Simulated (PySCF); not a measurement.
Structure with atom numbers: `[F:1][Si@@H:2]([SiH3:3])[PH2:4]` (H(Xn): hydrogen on atom n).

- PBE0-D3(BJ)/def2-SVP structure
- shieldings: GIAO KT2/pcSseg-2
- program: PySCF 2.14
- single conformer, in vacuum, non-relativistic, fast rotation and ring inversion assumed for equivalent nuclei

Shifts are taken against calculated references (same method and geometry level): ¹H (31.18 ppm) and ²⁹Si (350.99 ppm) against TMS; CFCl3 for ¹⁹F (136.34 ppm); ³¹P (313.10 ppm) vs H3PO4.

```csv
atoms,nucleus,count,δ (ppm)
H(Si3),¹H,3,?
H(P4),¹H,2,1.94
H(Si2),¹H,1,6.36
P4,³¹P,1,-246.1
Si3,²⁹Si,1,-106.1
Si2,²⁹Si,1,33.9
F1,¹⁹F,1,?
```

Question: Fill in the missing shifts.

Answer: 
- H(Si3): 3.66 ppm, hydrogen on a silicon bonded to Si
- F1: -244.6 ppm, fluorine bonded to Si

Unscaled 19F shifts against computed CFCl3 carry errors that often reach 10 to 50 ppm. Experimental scales use liquid or dissolved standards, which lie at an offset from isolated H3PO4.
